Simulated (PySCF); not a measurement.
Isomers of C6H12N2, mass 112.100 u with the commonest isotopes. The calculation used PBE0-D3(BJ)/def2-SVP geometry optimisation, gas phase in PySCF 2.14.0. One conformer each, none proved a minimum here; rigid rotors.

Question: Order these by out-of-plane moment Σ m c² = (Ia + Ib − Ic)/2, largest first.
A. `[CH2:1]=[CH:2][N:3]1[NH:4][CH2:5][CH2:6][C@@H:7]1[CH3:8]` with C1–C2–N3–N4 17°, C2–N3–N4–C5 84°, N3–N4–C5–C6 40°, N4–C5–C6–C7 -16°, C5–C6–C7–C8 108°
B. `[CH3:1][CH2:2][CH2:3][N:4]1[CH2:5][CH2:6][CH:7]=[N:8]1` with C1–C2–C3–N4 177°, C2–C3–N4–C5 70°, C3–N4–C5–C6 160°, N4–C5–C6–C7 -23°, C5–C6–C7–N8 15°, C3–N4–N8–C7 -153°
C. triethylenediamine, `C1CN2CCN1CC2`
D. `[CH2:1]=[CH:2][CH2:3][N:4]([CH3:5])/[N:6]=[CH:7]\[CH3:8]` with C1–C2–C3–N4 136°, C2–C3–N4–C5 85°, C3–N4–N6–C7 -50°
E. `[CH3:1][CH2:2][N:3]1[CH2:4][C@H:5]([CH3:6])[CH:7]=[N:8]1` with C1–C2–N3–C4 -69°, C2–N3–C4–C5 165°, N3–C4–C5–C6 93°, C4–C5–C7–N8 18°, C2–N3–N8–C7 -157°

Answer: C (94.00 u·Å²), A (43.09 u·Å²), D (38.51 u·Å²), E (35.78 u·Å²), B (12.66 u·Å²).

Question: Order these by rotational constant B, smallest first.
A. `[CH3:1][CH2:2][CH2:3][N:4]1[CH2:5][CH2:6][CH:7]=[N:8]1` with C1–C2–C3–N4 177°, C2–C3–N4–C5 70°, C3–N4–C5–C6 160°, N4–C5–C6–C7 -23°, C5–C6–C7–N8 15°, C3–N4–N8–C7 -153°
B. `[CH2:1]=[CH:2][N:3]1[NH:4][CH2:5][CH2:6][C@@H:7]1[CH3:8]` with C1–C2–N3–N4 17°, C2–N3–N4–C5 84°, N3–N4–C5–C6 40°, N4–C5–C6–C7 -16°, C5–C6–C7–C8 108°
C. `[CH3:1][CH2:2][N:3]1[CH2:4][C@H:5]([CH3:6])[CH:7]=[N:8]1` with C1–C2–N3–C4 -69°, C2–N3–C4–C5 165°, N3–C4–C5–C6 93°, C4–C5–C7–N8 18°, C2–N3–N8–C7 -157°
D. triethylenediamine (`C1CN2CCN1CC2`)
E. `[CH2:1]=[CH:2][CH2:3][N:4]([CH3:5])/[N:6]=[CH:7]\[CH3:8]` with C1–C2–C3–N4 136°, C2–C3–N4–C5 85°, C3–N4–N6–C7 -50°

Answer: A (1059 MHz), C (1347 MHz), B (1762 MHz), E (1987 MHz), D (2533 MHz).

Question: Order these by dipole moment, smallest first.
A. `[CH3:1][CH2:2][N:3]1[CH2:4][C@H:5]([CH3:6])[CH:7]=[N:8]1` with C1–C2–N3–C4 -69°, C2–N3–C4–C5 165°, N3–C4–C5–C6 93°, C4–C5–C7–N8 18°, C2–N3–N8–C7 -157°
B. `[CH2:1]=[CH:2][N:3]1[NH:4][CH2:5][CH2:6][C@@H:7]1[CH3:8]` with C1–C2–N3–N4 17°, C2–N3–N4–C5 84°, N3–N4–C5–C6 40°, N4–C5–C6–C7 -16°, C5–C6–C7–C8 108°
C. `C1CN2CCN1CC2` (triethylenediamine)
D. `[CH2:1]=[CH:2][CH2:3][N:4]([CH3:5])/[N:6]=[CH:7]\[CH3:8]` with C1–C2–C3–N4 136°, C2–C3–N4–C5 85°, C3–N4–N6–C7 -50°

Answer: C (0.00 D), B (1.41 D), D (1.55 D), A (1.92 D).

```tsv
SMILES	point group	Ia (u·Å²)	Ib (u·Å²)	Ic (u·Å²)	κ	μa (D)	μb (D)	μc (D)
C=CCN(C)/N=C\C	C1	233.66	254.40	411.04	0.62	1.14	0.19	1.03
C=CN1NCC[C@@H]1C	C1	152.46	286.88	353.15	-0.65	0.60	0.68	1.07
C1CN2CCN1CC2	D3h	188.04	199.53	199.57	-0.99	0.00	0.00	0.00
CCN1C[C@H](C)C=N1	C1	105.70	375.16	409.30	-0.94	0.49	1.61	0.92
CCCN1CCC=N1	C1	81.76	477.38	533.81	-0.96	0.10	1.93	0.44
```
